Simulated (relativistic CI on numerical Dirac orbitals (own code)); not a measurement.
## As³⁺: computed level list

Method of calculation: Dirac-Coulomb-Breit CI, orbitals from a KLI potential per configuration, model QED, valence Slater integrals scaled by 0.85, configuration energies shifted to the measured levels that pair with them (semi-empirical) (own radial code, finite nucleus).

Configuration list (outside the closed core [Ar]): 3d10 4s2, 3d10 4s 4p, 3d10 4p2, 3d10 4s 4d, 3d10 4s 5s, 3d10 4s 5p, 3d10 4s 4f, 3d10 4s 5d, 3d10 4s 6s, 3d10 4d2, 3d10 4p 4d, 3d10 4f2, 3d10 4p 4f, 3d10 4s 6p, 3d10 4p 5s, 3d10 4s 5f, 3d10 4s 5g, 3d10 4s 6d, 3d10 4s 6f, 3d9 4s 4p2, 3d8 4s2 4p2, 3d9 4s2 4p, 3d10 4d 4f. Levels of other configurations are missing.

```
No.  Configuration  Term  J   E (eV)    %  Next component (%)
  1       3d10 4s2    1S  0   0.0000   97       3 3d10 4p2 1S
  2     3d10 4s 4p   3P°  0   9.4063  100                    
  3     3d10 4s 4p   3P°  1   9.5421   99                    
  4     3d10 4s 4p   3P°  2   9.8380  100                    
  5     3d10 4s 4p   1P°  1  13.9809   97    2 3d10 4p 4d 1P°
  6       3d10 4p2    1D  2  22.2412   70    20 3d10 4s 4d 1D
  7       3d10 4p2    3P  0  22.3232   99                1 1S
  8       3d10 4p2    3P  1  22.4992  100                    
  9       3d10 4p2    3P  2  22.8364   90                7 1D
 10     3d10 4s 4d    3D  1  26.1123  100                    
 11     3d10 4s 4d    3D  2  26.1271  100                    
 12     3d10 4s 4d    3D  3  26.1498  100                    
 13       3d10 4p2    1S  0  26.2717   95       2 3d10 4s2 1S
 14     3d10 4s 5s    3S  1  27.2923  100                    
 15     3d10 4s 5s    1S  0  28.1921   99       1 3d10 4p2 1S
 16     3d10 4s 4d    1D  2  28.5080   75      21 3d10 4p2 1D
 17     3d10 4s 5p   3P°  0  31.1447   99                    
 18     3d10 4s 5p   3P°  1  31.1795   97               2 1P°
 19     3d10 4s 5p   3P°  2  31.2742   99                    
 20     3d10 4s 5p   1P°  1  31.6085   95    3 3d10 4p 5s 1P°
 21     3d10 4s 4f   3F°  2  35.2574   69   31 3d10 4p 4d 3F°
 22     3d10 4s 4f   3F°  3  35.3032   70   27 3d10 4p 4d 3F°
 23     3d10 4s 4f   3F°  4  35.3660   77   23 3d10 4p 4d 3F°
 24     3d10 4s 4f   1F°  3  35.4890   88   10 3d10 4p 4d 1F°
 25     3d10 4s 5d    3D  1  36.6485  100                    
 26     3d10 4s 5d    3D  2  36.6546  100                    
 27     3d10 4s 5d    3D  3  36.6641  100                    
 28    3d10 4p 4d‡   1D°  2  36.9908   73              16 3F°
 29     3d10 4s 6s    3S  1  37.0033  100                    
 30     3d10 4s 5d    1D  2  37.1526   98       1 3d10 4p2 1D
```

Energies count from the lowest computed level; ° marks odd parity. ‡ marks configurations that were not tied to measured data.

The mean weight of the leading LS term, summed over parents, in these 30 levels is 93 %, and that of the leading jj configuration (from the same eigenvectors) 81 %, so LS coupling describes them better.

Configurations whose levels could be paired with our table of measured levels were shifted onto them, all but the ground configuration, by the median error of their levels; single terms can still be off by 1,000 to 2,000 cm⁻¹ or more, and rates follow the energies as ν³ (E1, M1) or ν⁵ (E2). The others borrow a shift and can be off by several thousand cm⁻¹ or more. The fine structure of a lone outer electron comes out too small, for d and f at times inverted, and misplaced configurations move strength between like terms. 20 of the 20 excited levels that our extract of the measured tables holds in this range could be paired (the sources list more); they are missed by 159 cm⁻¹ on average and 900 at most, after the shifts were fitted to these levels, and levels without a partner can miss by more.

LS names give the leading component of a level, which can be under half, so a name can repeat, a term be missing and a line seem to break the LS rules.
